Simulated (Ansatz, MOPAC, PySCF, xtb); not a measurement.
Noncovalent pair: CH3F (SMILES CF) (first 5 atoms) with CH2O2 (SMILES O=CO); geometry from B3LYP-D3(BJ)/def2-TZVP, rigid monomers moved along the line of their centres of mass till F2···H10 is 2.52 Å.
(charge 0, multiplicity 1):
```xyz
10

C      0.21352    -0.16382     0.47184
F      0.64903    -1.24725     1.26612
H     -0.54645    -0.54101    -0.21009
H     -0.19081     0.59438     1.13834
H      1.07626     0.20849    -0.07768
O     -0.64332     1.12277     4.19808
C     -0.30693     0.29493     5.00313
O      0.25791    -0.87829     4.72534
H     -0.42708     0.40817     6.08855
H      0.35901    -0.96670     3.75389
```

Interaction energies are E(AB) − E(A) − E(B) at the monomers' geometry in the complex; basis-set methods are counterpoise corrected.

The state that PM6, PM7 reach isn't checked; PM7 holds dispersion and hydrogen-bond terms.

Programs: Ansatz (a quantum-chemistry and plane-wave program) with Gaussian orbitals; MOPAC for PM6, PM7 (differences of heats of formation); PySCF for the dispersion terms; xtb for the GFN methods. 

Problem. One of these levels gives -20.5 kJ/mol for the interaction energy. Which one is it?
A) PM7
B) PM6
C) GFN-FF
D) r2SCAN-D4/def2-TZVPPD

Solution. C, GFN-FF. The others give -5.8 (PM6), -7.8 (PM7), -17.1 (r2SCAN-D4/def2-TZVPPD)
